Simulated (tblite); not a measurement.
Compound: C6H11OS (charge -1).
Geometry (GFN2-xTB, Å), atoms numbered from 1 in this order:
```xyz
19
C6H11OS angstrom
C     -1.6132   -1.3718   -0.5025
C     -0.5986   -0.4427    0.1643
C     -1.2985    0.7781    0.7546
C      0.4873   -0.0511   -0.8431
C      1.5654    0.8618   -0.2583
C      2.2317    0.2206    0.9719
O      2.8756   -0.8169    0.8400
S      1.9859    1.0638    2.4178
H     -1.1170   -2.2497   -0.9125
H     -2.1240   -0.8554   -1.3156
H     -2.3626   -1.7052    0.2143
H     -0.1126   -0.9831    0.9826
H     -0.6091    1.3235    1.3933
H     -2.1501    0.4716    1.3613
H     -1.6560    1.4394   -0.0348
H      0.9746   -0.9651   -1.1951
H      0.0219    0.4405   -1.7071
H      1.1498    1.8306    0.0195
H      2.3398    1.0205   -1.0180
```

All values are computed: GFN2-xTB (tblite) harmonic vibrations without scaling, gas phase. The method is semi-empirical: single wavenumbers can be off by several per cent or more. One conformer, not necessarily the lowest.

Harmonic wavenumbers (cm⁻¹): 32.0, 57.4, 90.6, 176.4, 214.0, 257.5, 258.5, 364.9, 371.4, 415.1, 452.4, 476.3, 599.8, 743.4, 807.9, 882.6, 950.3, 960.3, 973.4, 987.6, 1031.8, 1073.5, 1122.4, 1133.4, 1178.0, 1200.6, 1235.9, 1302.0, 1305.0, 1340.8, 1359.3, 1402.0, 1413.9, 1472.3, 1485.9, 1501.2, 1509.4, 1511.8, 1518.5, 1632.1, 2891.6, 2913.2, 2952.4, 2956.1, 2992.9, 2994.0, 3000.1, 3004.0, 3010.7, 3020.2, 3043.2.

A = 2639, B = 1048, C = 900.1 MHz; mass 131.053 u (most abundant isotopes); point group C1, symmetry number 1.

Task: Zero-point energy?

Result: Half the sum of the wavenumbers: 34790 cm⁻¹ = 416.18 kJ/mol.

Task: What is S at 200 K and 1 bar for an ideal gas of classical rigid rotors and harmonic oscillators?

Result: Translation 161.36, rotation 117.39, vibration 79.76: S = 358.5 J/(mol K).

Task: And Cp and H(200 K) − H(0)?

Result: Cp = 113.04 J/(mol K), of which vibrations give 79.79 (their classical limit is 51 R = 424.0); H(200 K) − H(0) = 14.93 kJ/mol without the zero-point energy, 8.28 from vibrations.

Task: Blend soft modes into free rotors: weight 1/[1 + (100 cm⁻¹/ν̃)⁴] for the oscillator and the rest for a rotor with moment μB/(μ + B), μ = h/(8π²ν), B = 10⁻⁴⁴ kg m². What vibrational entropy results?

Result: 70.99 J/(mol K) in place of 79.76, which changes −T·S at 200 K by +1.75 kJ/mol.

Task: What must be added to the electronic energy to get the Gibbs energy at 200 K and 1 bar?

Result: ZPE + [H(200 K) − H(0)] − T·S = 416.18 + 14.93 − 71.70 = 359.41 kJ/mol.

Hindered rotation and anharmonicity are outside this model. Other conformers, if any are populated, would add a mixing term that is left out. The structure is chiral; the term R ln 2 for an equal mix with its mirror image is left out.

Hardware: one thread, Intel Xeon Platinum 8488C (x86_64), shared host. Cost: 0.69 s of wall time. This covers the Hessian and the dipole derivatives.
